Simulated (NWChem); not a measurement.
System: BeH2; SMILES [BeH2]

The following NWChem deck was run.

```
start job
memory heap 200 mb stack 900 mb global 1100 mb
geometry units angstroms noautosym nocenter noautoz
  Be     0.000000     0.000000     0.000000
  H      0.000000     0.000000     1.338991
  H      0.000000     0.000000    -1.338991
end
basis spherical
  * library aug-cc-pvtz
end
dft
  xc pbe0
  iterations 150
end
property
  response 1 0.0
end
task dft property
```

Parts of the log:

```
             Northwest Computational Chemistry Package (NWChem) 7.3.0
             --------------------------------------------------------

                             Geometry "geometry" -> ""
                             -------------------------

 Output coordinates in angstroms (scale by  1.889725989 to convert to a.u.)

  No.       Tag          Charge          X              Y              Z
 ---- ---------------- ---------- -------------- -------------- --------------
    1 Be                   4.0000     0.00000000     0.00000000     0.00000000
    2 H                    1.0000     0.00000000     0.00000000     1.33899100
    3 H                    1.0000     0.00000000     0.00000000    -1.33899100

 Effective nuclear repulsion energy (a.u.)       3.3592508213

                              NWChem Property Module
                              ----------------------

                                 NWChem DFT Module
                                 -----------------

 Summary of "ao basis" -> "ao basis" (spherical)
 ------------------------------------------------------------------------------
       Tag                 Description            Shells   Functions and Types
 ---------------- ------------------------------  ------  ---------------------
 Be                       aug-cc-pvtz               14       46   5s4p3d2f
 H                        aug-cc-pvtz                9       23   4s3p2d

            General Information
            -------------------
          SCF calculation type: DFT
          Wavefunction type:  closed shell.
          No. of atoms     :     3
          No. of electrons :     6
           Alpha electrons :     3
            Beta electrons :     3
          Charge           :     0
          Spin multiplicity:     1
          Use of symmetry is: off; symmetry adaption is: off
          Maximum number of iterations: 150
          AO basis - number of functions:    92
                     number of shells:    32
          Convergence on energy requested:  1.00D-06
          Convergence on density requested:  1.00D-05
          Convergence on gradient requested:  5.00D-04

              XC Information
              --------------
                         PBE0 Method XC Functional
                     Hartree-Fock (Exact) Exchange  0.250
          PerdewBurkeErnzerhof Exchange Functional  0.750
            Perdew 1991 LDA Correlation Functional  1.000 local
           PerdewBurkeErnz. Correlation Functional  1.000 non-local

             Grid Information
             ----------------
          Grid used for XC integration:  medium
          Radial quadrature: Mura-Knowles
          Angular quadrature: Lebedev.
          Tag              B.-S. Rad. Rad. Pts. Rad. Cut. Ang. Pts.
          ---              ---------- --------- --------- ---------
          Be                  1.05       49          19.0       434
          H                   0.35       45          15.0       434
          Grid pruning is: on
          Number of quadrature shells:   139
          Spatial weights used:  Erf1

      Superposition of Atomic Density Guess
      -------------------------------------

 Sum of atomic energies:         -15.57251860

      Non-variational initial energy
      ------------------------------

 Total energy =     -15.623357
 1-e energy   =     -26.515001
 2-e energy   =       7.532393
 HOMO         =      -0.353198
 LUMO         =       0.011447

   convergence    iter        energy       DeltaE   RMS-Dens  Diis-err
 ---------------- ----- ----------------- --------- --------- ---------
 d= 0,ls=0.0,diis     1    -15.8637319513 -1.92D+01  4.13D-03  4.79D-02
 d= 0,ls=0.0,diis     2    -15.8741323663 -1.04D-02  5.44D-04  1.04D-03
 d= 0,ls=0.0,diis     3    -15.8743894278 -2.57D-04  1.24D-04  7.49D-05
 d= 0,ls=0.0,diis     4    -15.8744049352 -1.55D-05  1.16D-05  7.64D-07
 d= 0,ls=0.0,diis     5    -15.8744051142 -1.79D-07  3.15D-06  2.03D-08

         Total DFT energy =      -15.874405114218
      One electron energy =      -27.056590056112
           Coulomb energy =       11.358470767455
    Exchange-Corr. energy =       -3.535536646886
 Nuclear repulsion energy =        3.359250821325

 Numeric. integr. density =        6.000001298713

                       DFT Final Molecular Orbital Analysis
                       ------------------------------------

 Vector    1  Occ=2.000000D+00  E=-4.060543D+00
              MO Center=  1.9D-13, -1.8D-13, -9.3D-14, r^2= 6.7D-02
   Bfn.  Coefficient  Atom+Function         Bfn.  Coefficient  Atom+Function
  ----- ------------  ---------------      ----- ------------  ---------------
     1      1.006917  1 Be s                  3      0.080753  1 Be s
     2      0.052813  1 Be s                 49     -0.031812  2 H  s
    72     -0.031812  3 H  s                 48     -0.026141  2 H  s
    71     -0.026141  3 H  s

[...]

 DFT Linear Response polarizability / au
 Frequency  =       0.0000000 / au
              X              Y              Z
 -----------------------------------------------
 X      20.7256293      0.0000000     -0.0000000
 Y       0.0000000     20.7256293      0.0000000
 Z      -0.0000000      0.0000000     21.2900344
 -----------------------------------------------
 Eigenvalues =      20.7256293     20.7256293     21.2900344
 Isotropic   =      20.9137643
 Anisotropic =       0.5644051
 -----------------------------------------------

 Magnetic Dipole Response Matrix (nonzero elements):

 Exiting AOResponse driver routine
```

Level: PBE0/aug-cc-pVTZ. All runs use the structure optimised with PBE0/def2-SVP.
